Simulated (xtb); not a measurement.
ClIn, triplet, from a rough starting geometry (GFN-xTB shapes and energies of metal compounds can be far from the true ones) (the spin is typed, not shown lowest); GFN2-xTB run with xtb 6.7.1.

Input for xtb:
```
$ xtb mol.xyz --gfn 2 --uhf 2 --opt vtight --json

# file mol.xyz
2

In    -0.74209780    -0.69008022    -0.69955157
Cl     0.71119756     0.66551065     0.68775618
```

It wrote (shortened):

```
   ID    Z sym.   atoms
    1   49 In     1
    2   17 Cl     2

           -------------------------------------------------
          |                Calculation Setup                |
           -------------------------------------------------

           -------------------------------------------------
          |                 G F N 2 - x T B                 |
           -------------------------------------------------

          ...................................................
          :                      SETUP                      :
          :.................................................:
          :  # basis functions                  20          :
          :  # atomic orbitals                  18          :
          :  # shells                            6          :
          :  # electrons                        10          :
          :  max. iterations                   250          :
          :  Hamiltonian                  GFN2-xTB          :
          :  restarted?                      false          :
          :  GBSA solvation                  false          :
          :  PC potential                    false          :
          :  electronic temp.          300.0000000     K    :
          :  accuracy                    1.0000000          :
          :  -> integral cutoff          0.2500000E+02      :
          :  -> integral neglect         0.1000000E-07      :
          :  -> SCF convergence          0.1000000E-05 Eh   :
          :  -> wf. convergence          0.1000000E-03 e    :
          :  Broyden damping             0.4000000          :
          :  net charge                          0          :
          :  unpaired electrons                  2          :
          ...................................................

 iter      E             dE          RMSdq      gap      omega  full diag
   1     -5.6162642 -0.561626E+01  0.944E+00    0.00       0.0  T
   2     -5.6385162 -0.222520E-01  0.260E+00    0.00       1.0  T
   3     -5.6391107 -0.594428E-03  0.176E+00    0.00       1.0  T
   4     -5.6391922 -0.814902E-04  0.306E-01    0.00       1.0  T
   5     -5.6393099 -0.117710E-03  0.862E-02    0.00       1.0  T
   6     -5.6393159 -0.599549E-05  0.140E-02    0.00       5.0  T
   7     -5.6393160 -0.957543E-07  0.813E-03    0.00       8.7  T
   8     -5.6393160 -0.322638E-07  0.581E-03    0.00      12.2  T
   9     -5.6393160 -0.247031E-07  0.159E-03    0.00      44.5  T
  10     -5.6393160 -0.150897E-08  0.645E-04    0.00     109.7  T
  11     -5.6393160 -0.375048E-09  0.151E-05    0.00    4690.5  T

   *** convergence criteria satisfied after 11 iterations ***

 transition dipole moment (au) for excitation:           5           6
     X       Y       Z
   0.1422  -0.7188   0.5534  total (au/Debye):    0.918   2.334
 dE (eV)             :    6.919
 oscillator strength :  0.20213E+00

         :::::::::::::::::::::::::::::::::::::::::::::::::::::
         ::                     SUMMARY                     ::
         :::::::::::::::::::::::::::::::::::::::::::::::::::::
         :: total energy              -5.638374553340 Eh    ::
         :: gradient norm              0.005982246294 Eh/a0 ::
         :: HOMO-LUMO gap              0.000000000000 eV    ::
         ::.................................................::
         :: SCC energy                -5.639316027417 Eh    ::
         :: -> isotropic ES            0.001498718798 Eh    ::
         :: -> anisotropic ES         -0.000013930156 Eh    ::
         :: -> anisotropic XC          0.001003315761 Eh    ::
         :: -> dispersion             -0.000877509662 Eh    ::
         :: repulsion energy           0.000941474077 Eh    ::
         :: add. restraining           0.000000000000 Eh    ::
         :: total charge               0.000000000007 e     ::
         :::::::::::::::::::::::::::::::::::::::::::::::::::::

      -----------------------------------------------------------
[...]
 * total energy  :    -5.6383746 Eh     change       -0.1767475E-12 Eh
 * total energy  :    -5.6385118 Eh     change       -0.1372250E-03 Eh
 * total energy  :    -5.6385546 Eh     change       -0.4286071E-04 Eh
 * total energy  :    -5.6385549 Eh     change       -0.2800490E-06 Eh
 * total energy  :    -5.6385551 Eh     change       -0.1411078E-06 Eh
 * total energy  :    -5.6385551 Eh     change       -0.2391953E-10 Eh
   *** GEOMETRY OPTIMIZATION CONVERGED AFTER 6 ITERATIONS ***
         :: total energy              -5.638555060223 Eh    ::
[...]
         :: -> anisotropic XC          0.001033120952 Eh    ::
         :: -> dispersion             -0.000877483302 Eh    ::
         :: repulsion energy           0.000643364829 Eh    ::
         :: add. restraining           0.000000000000 Eh    ::
         :: total charge               0.000000000030 e     ::
         :::::::::::::::::::::::::::::::::::::::::::::::::::::

           -------------------------------------------------
          |                Property Printout                |
           -------------------------------------------------

    * Orbital Energies and Occupations

         #    Occupation            Energy/Eh            Energy/eV
      -------------------------------------------------------------
         1        2.0000           -1.0829409             -29.4683
         2        2.0000           -0.5362377             -14.5918
         3        2.0000           -0.4682046             -12.7405
         4        2.0000           -0.4682046             -12.7405
         5        1.0000           -0.4469463             -12.1620
         6        0.5000           -0.1911637              -5.2018 (HOMO)
         7        0.5000           -0.1911637              -5.2018 (LUMO)
         8                         -0.1227931              -3.3414
         9                         -0.0585306              -1.5927
        10                         -0.0585306              -1.5927
        11                         -0.0183173              -0.4984
        12                         -0.0183173              -0.4984
        13                         -0.0119140              -0.3242
        14                         -0.0119140              -0.3242
        15                         -0.0091519              -0.2490
        16                          0.0004246               0.0116
        17                          0.0004246               0.0116
        18                          0.4703373              12.7985
      -------------------------------------------------------------
                  HL-Gap            0.0000000 Eh            0.0000 eV
             Fermi-level           -0.3242049 Eh           -8.8221 eV

     #   Z          covCN         q      C6AA      α(0)
     1  49 In       0.771    -0.007   555.371    61.851
     2  17 Cl       0.771     0.007    98.827    15.207

 Mol. C6AA /au·bohr⁶  :       1075.664869
 Mol. C8AA /au·bohr⁸  :     119354.944100
 Mol. α(0) /au        :         77.057703

Wiberg/Mayer (AO) data.
largest (>0.10) Wiberg bond orders for each atom

 ---------------------------------------------------------------------------
     #   Z sym  total        # sym  WBO       # sym  WBO       # sym  WBO
 ---------------------------------------------------------------------------
     1  49 In   0.925 --     2 Cl   0.925
     2  17 Cl   0.925 --     1 In   0.925
 ---------------------------------------------------------------------------

Topologies differ in total number of bonds
Writing topology from bond orders to xtbtopo.mol

molecular dipole:
                 x           y           z       tot (Debye)
 q only:        0.020       0.018       0.019
   full:       -0.013      -0.013      -0.013       0.057
molecular quadrupole (traceless):
                xx          xy          yy          xz          yz          zz
 q only:       -0.001      -0.001      -0.000      -0.001      -0.001       0.001
  q+dip:        0.034       0.434      -0.026       0.444       0.414      -0.008
   full:        0.046       0.591      -0.036       0.604       0.564      -0.010

optimized geometry written to: xtbopt.xyz

           -------------------------------------------------
          | TOTAL ENERGY               -5.638555060223 Eh   |
          | GRADIENT NORM               0.000000320857 Eh/α |
          | HOMO-LUMO GAP               0.000000000000 eV   |
           -------------------------------------------------

normal termination of xtb
```
